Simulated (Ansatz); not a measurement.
**Nudged elastic band run: Cl4H2Sn**

The input (input.yaml):

```yaml
crystal:
  periodic: [false, false, false]
  atoms:
    - { symbol: Sn, position_ang: [0.323532, 0.0, -0.176039] }
    - { symbol: H, position_ang: [0.405343, 0.0, 1.525392] }
    - { symbol: Cl, position_ang: [2.506323, 0.0, -1.052291] }
    - { symbol: Cl, position_ang: [-0.740939, 1.900518, -1.044007] }
    - { symbol: Cl, position_ang: [-0.740939, -1.900518, -1.044007] }
    - { symbol: Cl, position_ang: [-2.866021, 0.0, 1.591776] }
    - { symbol: H, position_ang: [-2.492397, 0.0, 2.827775] }
basis:
  gaussian: { orbitals: def2-SVP }
hamiltonian:
  xc: b3lyp
  dispersion: d4
neb:
  order_check: false
  images: 7
  f_tol: 0.05
  max_iterations: 60
  optimiser: fire
  climbing: immediate
  final_atoms:
    - { symbol: Sn, position_ang: [-0.6196524, 5.07e-06, -0.81307986] }
    - { symbol: H, position_ang: [0.12759833, -4.353e-05, 3.32449072] }
    - { symbol: Cl, position_ang: [1.40696645, 5.427e-05, 0.34773632] }
    - { symbol: Cl, position_ang: [-0.73816009, 1.90948612, -2.15101648] }
    - { symbol: Cl, position_ang: [-0.73820517, -1.90951588, -2.15095053] }
    - { symbol: Cl, position_ang: [-2.41365141, 5.781e-05, 0.68223439] }
    - { symbol: H, position_ang: [-0.62999371, -4.386e-05, 3.38918444] }
  initial_path:
    images:
      - { positions_ang: [[0.323532, 0.0, -0.176039], [0.405343, 0.0, 1.525392], [2.506323, 0.0, -1.052291], [-0.740939, 1.900518, -1.044007], [-0.740939, -1.900518, -1.044007], [-2.866021, 0.0, 1.591776], [-2.492397, 0.0, 2.827775]] }
      - { positions_ang: [[0.24464574, 0.0, -0.12922784], [0.29472413, 0.0, 1.66922364], [2.45408772, 0.0, -0.97472973], [-0.83308524, 1.9170385, -0.98690829], [-0.83308524, -1.9170385, -0.98690829], [-2.79490596, 0.0, 1.396329], [-2.13747915, 0.0, 2.64082052]] }
      - { positions_ang: [[0.16575948, 0.0, -0.08241669], [0.18410527, 0.0, 1.81305527], [2.40185244, 0.0, -0.89716846], [-0.92523148, 1.933559, -0.92980958], [-0.92523148, -1.933559, -0.92980958], [-2.72379093, 0.0, 1.20088201], [-1.7825613, 0.0, 2.45386604]] }
      - { positions_ang: [[0.08687321, 0.0, -0.03560553], [0.0734864, 0.0, 1.95688691], [2.34961715, 0.0, -0.8196072], [-1.01737771, 1.9500795, -0.87271087], [-1.01737771, -1.9500795, -0.87271087], [-2.65267589, 0.0, 1.00543501], [-1.42764345, 0.0, 2.26691156]] }
      - { positions_ang: [[0.00798695, 0.0, 0.01120562], [-0.03713246, 0.0, 2.10071854], [2.29738187, 0.0, -0.74204593], [-1.10952395, 1.9666, -0.81561216], [-1.10952395, -1.9666, -0.81561216], [-2.58156085, 0.0, 0.80998801], [-1.07272561, 0.0, 2.07995707]] }
      - { positions_ang: [[-0.14892289, 1.27e-06, -0.19486575], [0.00405024, -1.088e-05, 2.40666159], [2.07477802, 1.357e-05, -0.46960037], [-1.01668299, 1.95232153, -1.14946324], [-1.01669426, -1.95232897, -1.14944675], [-2.53958349, 1.445e-05, 0.77804961], [-0.96204263, -1.097e-05, 2.40726392]] }
      - { positions_ang: [[-0.30583272, 2.54e-06, -0.40093712], [0.04523293, -2.176e-05, 2.71260463], [1.85217416, 2.713e-05, -0.19715481], [-0.92384202, 1.93804306, -1.48331432], [-0.92386456, -1.93805794, -1.48328135], [-2.49760613, 2.891e-05, 0.7461112], [-0.85135966, -2.193e-05, 2.73457076]] }
      - { positions_ang: [[-0.46274256, 3.8e-06, -0.60700849], [0.08641563, -3.265e-05, 3.01854768], [1.62957031, 4.07e-05, 0.07529076], [-0.83100105, 1.92376459, -1.8171654], [-0.83103487, -1.92378691, -1.81711594], [-2.45562877, 4.336e-05, 0.7141728], [-0.74067669, -3.29e-05, 3.0618776]] }
      - { positions_ang: [[-0.6196524, 5.07e-06, -0.81307986], [0.12759833, -4.353e-05, 3.32449072], [1.40696645, 5.427e-05, 0.34773632], [-0.73816009, 1.90948612, -2.15101648], [-0.73820517, -1.90951588, -2.15095053], [-2.41365141, 5.781e-05, 0.68223439], [-0.62999371, -4.386e-05, 3.38918444]] }
```

Launched with:

```bash
$ ansatz run input.yaml --threads 4 --pin off --max-ram 5120MiB --backend cpu --events-out ev --progress --plain --runs-dir out
```

Output, in part (warnings, iteration lines, the closing report on the highest movable image, with atoms numbered from 0):

```
NEB end point (image 0): max|allowed force component| = 7.324e-3 eV/Å (the criterion of neb.relax_end_points is 1.000e-2)
NEB end point (image 8): max|allowed force component| = 3.306e-3 eV/Å (the criterion of neb.relax_end_points is 1.000e-2)
NEB iter   1: max|band force component| = 4.824e0 eV/Å  barrier→ = 2.8862 eV  barrier← = 3.3866 eV  CI = image 4  Δτ_max = 0.0697 Å  (236 SCF iters)
NEB iter   2: max|band force component| = 3.414e0 eV/Å  barrier→ = 2.6766 eV  barrier← = 3.1770 eV  CI = image 4  Δτ_max = 0.1095 Å  (206 SCF iters)
NEB iter   3: max|band force component| = 3.182e0 eV/Å  barrier→ = 2.3402 eV  barrier← = 2.8406 eV  CI = image 4  Δτ_max = 0.0115 Å  (203 SCF iters)
NEB iter   4: max|band force component| = 2.334e0 eV/Å  barrier→ = 2.3136 eV  barrier← = 2.8139 eV  CI = image 4  Δτ_max = 0.0185 Å  (195 SCF iters)
NEB iter   5: max|band force component| = 2.041e0 eV/Å  barrier→ = 2.2620 eV  barrier← = 2.7623 eV  CI = image 4  Δτ_max = 0.0254 Å  (205 SCF iters)
NEB iter   6: max|band force component| = 1.572e0 eV/Å  barrier→ = 2.1880 eV  barrier← = 2.6884 eV  CI = image 4  Δτ_max = 0.0057 Å  (205 SCF iters)
NEB iter   7: max|band force component| = 1.467e0 eV/Å  barrier→ = 2.1675 eV  barrier← = 2.6678 eV  CI = image 4  Δτ_max = 0.0110 Å  (157 SCF iters)
NEB iter   8: max|band force component| = 1.379e0 eV/Å  barrier→ = 2.1278 eV  barrier← = 2.6282 eV  CI = image 4  Δτ_max = 0.0157 Å  (181 SCF iters)
NEB iter   9: max|band force component| = 1.286e0 eV/Å  barrier→ = 2.0715 eV  barrier← = 2.5718 eV  CI = image 4  Δτ_max = 0.0205 Å  (186 SCF iters)
NEB iter  10: max|band force component| = 1.171e0 eV/Å  barrier→ = 2.0015 eV  barrier← = 2.5019 eV  CI = image 4  Δτ_max = 0.0248 Å  (192 SCF iters)
NEB iter  11: max|band force component| = 1.036e0 eV/Å  barrier→ = 1.9221 eV  barrier← = 2.4225 eV  CI = image 4  Δτ_max = 0.0283 Å  (188 SCF iters)
NEB iter  12: max|band force component| = 8.924e-1 eV/Å  barrier→ = 1.8383 eV  barrier← = 2.3386 eV  CI = image 4  Δτ_max = 0.0345 Å  (187 SCF iters)
NEB iter  13: max|band force component| = 1.078e0 eV/Å  barrier→ = 1.7468 eV  barrier← = 2.2472 eV  CI = image 4  Δτ_max = 0.0406 Å  (186 SCF iters)
NEB iter  14: max|band force component| = 9.994e-1 eV/Å  barrier→ = 1.6551 eV  barrier← = 2.1555 eV  CI = image 4  Δτ_max = 0.0055 Å  (191 SCF iters)
NEB iter  15: max|band force component| = 8.383e-1 eV/Å  barrier→ = 1.6477 eV  barrier← = 2.1480 eV  CI = image 4  Δτ_max = 0.0103 Å  (150 SCF iters)
NEB iter  16: max|band force component| = 5.551e-1 eV/Å  barrier→ = 1.6334 eV  barrier← = 2.1337 eV  CI = image 4  Δτ_max = 0.0136 Å  (162 SCF iters)
NEB iter  17: max|band force component| = 4.671e-1 eV/Å  barrier→ = 1.6133 eV  barrier← = 2.1136 eV  CI = image 4  Δτ_max = 0.0153 Å  (180 SCF iters)
NEB iter  18: max|band force component| = 5.001e-1 eV/Å  barrier→ = 1.5890 eV  barrier← = 2.0893 eV  CI = image 4  Δτ_max = 0.0164 Å  (179 SCF iters)
NEB iter  19: max|band force component| = 4.931e-1 eV/Å  barrier→ = 1.5623 eV  barrier← = 2.0627 eV  CI = image 4  Δτ_max = 0.0192 Å  (180 SCF iters)
NEB iter  20: max|band force component| = 4.351e-1 eV/Å  barrier→ = 1.5354 eV  barrier← = 2.0357 eV  CI = image 4  Δτ_max = 0.0240 Å  (186 SCF iters)
NEB iter  21: max|band force component| = 3.683e-1 eV/Å  barrier→ = 1.5069 eV  barrier← = 2.0072 eV  CI = image 4  Δτ_max = 0.0293 Å  (185 SCF iters)
NEB iter  22: max|band force component| = 3.236e-1 eV/Å  barrier→ = 1.4785 eV  barrier← = 1.9788 eV  CI = image 4  Δτ_max = 0.0356 Å  (192 SCF iters)
NEB iter  23: max|band force component| = 3.305e-1 eV/Å  barrier→ = 1.4516 eV  barrier← = 1.9520 eV  CI = image 4  Δτ_max = 0.0429 Å  (186 SCF iters)
NEB iter  24: max|band force component| = 3.132e-1 eV/Å  barrier→ = 1.4274 eV  barrier← = 1.9277 eV  CI = image 4  Δτ_max = 0.0502 Å  (186 SCF iters)
NEB iter  25: max|band force component| = 2.970e-1 eV/Å  barrier→ = 1.4075 eV  barrier← = 1.9079 eV  CI = image 4  Δτ_max = 0.0578 Å  (184 SCF iters)
NEB iter  26: max|band force component| = 3.120e-1 eV/Å  barrier→ = 1.3972 eV  barrier← = 1.8976 eV  CI = image 4  Δτ_max = 0.0054 Å  (184 SCF iters)
NEB iter  27: max|band force component| = 2.512e-1 eV/Å  barrier→ = 1.3974 eV  barrier← = 1.8977 eV  CI = image 4  Δτ_max = 0.0088 Å  (155 SCF iters)
NEB iter  28: max|band force component| = 3.095e-1 eV/Å  barrier→ = 1.3975 eV  barrier← = 1.8978 eV  CI = image 4  Δτ_max = 0.0130 Å  (170 SCF iters)
NEB iter  29: max|band force component| = 2.388e-1 eV/Å  barrier→ = 1.3965 eV  barrier← = 1.8968 eV  CI = image 4  Δτ_max = 0.0170 Å  (168 SCF iters)
NEB iter  30: max|band force component| = 2.308e-1 eV/Å  barrier→ = 1.3932 eV  barrier← = 1.8935 eV  CI = image 4  Δτ_max = 0.0202 Å  (173 SCF iters)
NEB iter  31: max|band force component| = 1.891e-1 eV/Å  barrier→ = 1.3869 eV  barrier← = 1.8872 eV  CI = image 4  Δτ_max = 0.0227 Å  (178 SCF iters)
NEB iter  32: max|band force component| = 2.036e-1 eV/Å  barrier→ = 1.3791 eV  barrier← = 1.8795 eV  CI = image 4  Δτ_max = 0.0280 Å  (178 SCF iters)
NEB iter  33: max|band force component| = 2.040e-1 eV/Å  barrier→ = 1.3732 eV  barrier← = 1.8736 eV  CI = image 4  Δτ_max = 0.0336 Å  (183 SCF iters)
NEB iter  34: max|band force component| = 2.900e-1 eV/Å  barrier→ = 1.3740 eV  barrier← = 1.8744 eV  CI = image 4  Δτ_max = 0.0073 Å  (189 SCF iters)
NEB iter  35: max|band force component| = 2.452e-1 eV/Å  barrier→ = 1.3752 eV  barrier← = 1.8755 eV  CI = image 4  Δτ_max = 0.0134 Å  (151 SCF iters)
NEB iter  36: max|band force component| = 2.208e-1 eV/Å  barrier→ = 1.3757 eV  barrier← = 1.8760 eV  CI = image 4  Δτ_max = 0.0167 Å  (157 SCF iters)
NEB iter  37: max|band force component| = 1.674e-1 eV/Å  barrier→ = 1.3735 eV  barrier← = 1.8739 eV  CI = image 4  Δτ_max = 0.0162 Å  (160 SCF iters)
NEB iter  38: max|band force component| = 1.290e-1 eV/Å  barrier→ = 1.3695 eV  barrier← = 1.8698 eV  CI = image 4  Δτ_max = 0.0033 Å  (166 SCF iters)
NEB iter  39: max|band force component| = 1.156e-1 eV/Å  barrier→ = 1.3702 eV  barrier← = 1.8705 eV  CI = image 4  Δτ_max = 0.0063 Å  (144 SCF iters)
NEB iter  40: max|band force component| = 1.294e-1 eV/Å  barrier→ = 1.3710 eV  barrier← = 1.8713 eV  CI = image 4  Δτ_max = 0.0090 Å  (150 SCF iters)
NEB iter  41: max|band force component| = 8.887e-2 eV/Å  barrier→ = 1.3709 eV  barrier← = 1.8712 eV  CI = image 4  Δτ_max = 0.0110 Å  (161 SCF iters)
NEB iter  42: max|band force component| = 1.328e-1 eV/Å  barrier→ = 1.3692 eV  barrier← = 1.8696 eV  CI = image 4  Δτ_max = 0.0120 Å  (163 SCF iters)
NEB iter  43: max|band force component| = 1.250e-1 eV/Å  barrier→ = 1.3667 eV  barrier← = 1.8671 eV  CI = image 4  Δτ_max = 0.0122 Å  (164 SCF iters)
NEB iter  44: max|band force component| = 1.350e-1 eV/Å  barrier→ = 1.3653 eV  barrier← = 1.8657 eV  CI = image 4  Δτ_max = 0.0136 Å  (164 SCF iters)
NEB iter  45: max|band force component| = 1.782e-1 eV/Å  barrier→ = 1.3664 eV  barrier← = 1.8668 eV  CI = image 4  Δτ_max = 0.0054 Å  (164 SCF iters)
NEB iter  46: max|band force component| = 1.412e-1 eV/Å  barrier→ = 1.3668 eV  barrier← = 1.8671 eV  CI = image 4  Δτ_max = 0.0043 Å  (142 SCF iters)
NEB iter  47: max|band force component| = 1.077e-1 eV/Å  barrier→ = 1.3667 eV  barrier← = 1.8671 eV  CI = image 4  Δτ_max = 0.0033 Å  (138 SCF iters)
NEB iter  48: max|band force component| = 9.606e-2 eV/Å  barrier→ = 1.3665 eV  barrier← = 1.8668 eV  CI = image 4  Δτ_max = 0.0029 Å  (140 SCF iters)
NEB iter  49: max|band force component| = 1.042e-1 eV/Å  barrier→ = 1.3663 eV  barrier← = 1.8666 eV  CI = image 4  Δτ_max = 0.0031 Å  (137 SCF iters)
NEB iter  50: max|band force component| = 1.100e-1 eV/Å  barrier→ = 1.3661 eV  barrier← = 1.8664 eV  CI = image 4  Δτ_max = 0.0033 Å  (139 SCF iters)
NEB iter  51: max|band force component| = 1.178e-1 eV/Å  barrier→ = 1.3659 eV  barrier← = 1.8663 eV  CI = image 4  Δτ_max = 0.0009 Å  (136 SCF iters)
NEB iter  52: max|band force component| = 6.150e-2 eV/Å  barrier→ = 1.3659 eV  barrier← = 1.8662 eV  CI = image 4  Δτ_max = 0.0013 Å  (122 SCF iters)
NEB iter  53: max|band force component| = 3.430e-2 eV/Å  barrier→ = 1.3658 eV  barrier← = 1.8662 eV  CI = image 4  Δτ_max = 0.0000 Å  (307 SCF iters)
Total energy: -55944.77929175 eV, -2055.9327182386 hartree
Atom 0 at    -0.305679     0.000000    -0.084402 Å, force     0.007561     0.000000     0.005365 eV/Å
Atom 1 at    -0.021951    -0.000001     1.853797 Å, force    -0.006690    -0.000000    -0.009151 eV/Å
Atom 2 at     2.048852     0.000001    -0.310485 Å, force     0.017128     0.000000     0.017023 eV/Å
Atom 3 at    -0.901119     2.022456    -1.098598 Å, force    -0.009464    -0.025624    -0.020301 eV/Å
Atom 4 at    -0.901120    -2.022456    -1.098596 Å, force    -0.009464     0.025624    -0.020301 eV/Å
Atom 5 at    -2.528616     0.000001     1.397292 Å, force    -0.012497     0.000000     0.020458 eV/Å
Atom 6 at    -0.995466    -0.000001     1.969591 Å, force     0.013427     0.000000     0.006907 eV/Å
Dipole moment:     0.069475     0.000000     0.237585 e Å
```

The run converged. Another band between the same ends (7 images) ends at a top of the same energy, where a vibrational analysis finds 1 clearly imaginary mode. The orbitals stay closed-shell, which can raise the energy where a bond breaks towards radicals; this wasn't checked here.

Final band (atoms are numbered from 1 in the order of the input):

| image | path coordinate (Å) | energy (kcal/mol) | Sn1–H2 (Å) | Cl6–H7 (Å) | Sn1–Cl6 (Å) |
| --- | --- | --- | --- | --- | --- |
| 0 | 0.00 | 0.0 | 1.70 | 1.29 | 3.65 |
| 1 | 0.57 | 0.7 | 1.71 | 1.29 | 3.52 |
| 2 | 1.15 | 3.0 | 1.71 | 1.29 | 3.41 |
| 3 | 1.73 | 11.9 | 1.75 | 1.32 | 3.02 |
| 4 | 2.31 | 31.5 | 1.96 | 1.64 | 2.67 |
| 5 | 3.07 | 7.6 | 2.45 | 2.21 | 2.41 |
| 6 | 3.83 | -4.7 | 3.02 | 2.52 | 2.35 |
| 7 | 4.60 | -10.2 | 3.63 | 2.73 | 2.34 |
| 8 | 5.37 | -11.5 | 4.20 | 3.24 | 2.34 |

Time of the run: 12 min on 4 threads of Arm Neoverse V1, on a shared host, peak memory 0.3 GiB.
